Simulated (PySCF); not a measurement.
# Property card for `c1ccc(C2CCCCC2)cc1`

Species: C12H16.
Atom-mapped SMILES: `[cH:1]1[cH:2][cH:3][c:4]([CH:5]2[CH2:6][CH2:7][CH2:8][CH2:9][CH2:10]2)[cH:11][cH:12]1` (hydrogens: H13 on C1; H14 on C2; H15 on C3; H16 on C5; H17, H18 on C6; H19, H20 on C7; H21, H22 on C8; H23, H24 on C9; H25, H26 on C10; H27 on C11; H28 on C12)

Structural features include: benzene ring.

PBE0-D3(BJ)/def2-SVP geometry optimisation, gas phase (PySCF):

```yaml
Rotational_constants_A_B_C: 2.454, 0.484, 0.482 GHz
```

From CAM-B3LYP/def2-SVPD ground state and vertical TDDFT (core frozen in the response) (PySCF):

```yaml
Dipole_moment: 0.52 D
HOMO_energy: -8.12 eV
LUMO_energy: 0.89 eV
HOMO–LUMO_gap: 9.01 eV
Lowest_singlet_excitation: 5.41 eV (229 nm, f = 0.002)
Strongest_line_among_the_10_lowest_singlet_transitions: S4 at 6.97 eV (178 nm, f = 0.711)
Lowest_triplet_excitation_Tamm–Dancoff: 4.07 eV
Static_isotropic_polarisability: 135.8 au
Electronic_spatial_extent_⟨r²⟩_about_the_centre_of_nuclear_charge: 2538 bohr²
```

From CAM-B3LYP/pcSseg-1 ground state and GIAO shieldings, non-relativistic (PySCF):

```yaml
13C_chemical_shifts_computed_TMS_as_zero_by_class: 158.7 (C4), 137.6 (C2/C12), 136.3 (C3/C11), 135.2 (C1), 48.2 (C5), 37.8 (C6/C10), 29.2 (C7/C9), 28.5 (C8) ppm
1H_chemical_shifts_computed_TMS_as_zero_by_class: 7.36 (H14/H28), 7.26 (H13), 7.25 (H15/H27), 1.95 (H16), 1.69 (H20/H24), 1.60 (H18/H25), 1.59 (H22), 1.27 (H19/H23), 1.26 (H17/H26), 1.20 (H21) ppm
```

From B3LYP/pcJ-1 indirect spin-spin coupling, non-relativistic, gas phase; spin–dipole term left out (PySCF):

```yaml
Largest_of_the_computed_one-bond_spin–spin_couplings_means_over_like_bonds: 13C–1H +166.7 (C1–H13), 13C–1H +165.3 (C2–H14 and 1 like it), 13C–1H +162.8 (C3–H15 and 1 like it), 13C–1H +136.0 (C6–H18 and 1 like it), 13C–1H +134.0 (C7–H20 and 1 like it), 13C–1H +134.0 (C8–H22), 13C–1H +129.9 (C6–H17 and 1 like it), 13C–1H +129.1 (C5–H16) Hz
```

Monoisotopic mass (most abundant isotopes): 160.1252 u.

No computed singlet falls in the visible range (750 to 380 nm, 1.65 to 3.26 eV); S1 lies 2.15 eV above its blue end. The 10 singlets span 5.41 to 7.70 eV, and their oscillator strengths add up to 1.44. The polarisability is 20.12 Å³ as a volume (1 au = 0.148185 Å³), or 1.54 au for each of the 88 electrons. The largest Löwdin shares of the HOMO are 0.22 on C1, 0.21 on C4, 0.11 on C3 and 0.10 on C12. The rotational constants are those of a nearly prolate symmetric top.

 NMR classes are plain means over equivalent atoms (diastereotopic ones count apart unless rotation or inversion swaps them), as if these changed places fast; in this geometry the members of some classes differ.

For the geometry optimisation (PBE0-D3(BJ)/def2-SVP), on an Intel Xeon Platinum 8488C with 2 threads, no GPU, shared host with 192 logical CPUs at a one-minute load of 72, this took 3.1 min wall, 7.2 min CPU and 1.5 GiB of memory at its peak.

One conformer stands for the species.
